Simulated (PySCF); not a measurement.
Potential energy of BeO along the bond

Set-up: PySCF, no relativity, basis sets Be def2-TZVP, O def2-TZVP. Energies in eV from Be + O in their ground configurations at the same level. State: ¹Σ⁺ (singlet), closed shell.

All columns are PBE0. A positive dipole means Be(−)O(+).

| R (Å) | E (eV) | μ (D) | Mulliken charge on Be (basis-dependent) | HOMO (eV) | LUMO (eV) | Mayer bond order | ⟨S²⟩ |
| --- | --- | --- | --- | --- | --- | --- | --- |
| 1.141 | -3.192 | -5.85 | 0.29 | -7.93 | -3.54 | 2.53 | 0.00 |
| 1.194 | -3.872 | -5.98 | 0.30 | -7.73 | -3.67 | 2.51 | 0.00 |
| 1.247 | -4.255 | -6.10 | 0.31 | -7.56 | -3.79 | 2.49 | 0.00 |
| 1.287 | -4.392 | -6.18 | 0.31 | -7.44 | -3.88 | 2.47 | 0.00 |
| 1.327 | -4.430 | -6.26 | 0.33 | -7.34 | -3.97 | 2.45 | 0.00 |
| 1.367 | -4.388 | -6.33 | 0.34 | -7.25 | -4.05 | 2.43 | 0.00 |
| 1.420 | -4.237 | -6.41 | 0.36 | -7.14 | -4.17 | 2.40 | 0.00 |
| 1.486 | -3.939 | -6.48 | 0.39 | -7.03 | -4.31 | 2.35 | 0.00 |
| 1.566 | -3.481 | -6.53 | 0.42 | -6.93 | -4.48 | 2.28 | 0.00 |
| 1.672 | -2.794 | -6.52 | 0.46 | -6.86 | -4.67 | 2.17 | 0.00 |

A fit through these points gives, at Re = 1.324 Å, μ = -6.26 D and dμ/dR = -1.83 D/Å; the reduced mass is 5.764 u.

Question: How strong is the fundamental in the double-harmonic approximation, I = 42.26·(dμ/dR)²/μred km/mol?

Answer: I = 42.26·(-1.83)²/5.764 = 24.6 km/mol at PBE0.
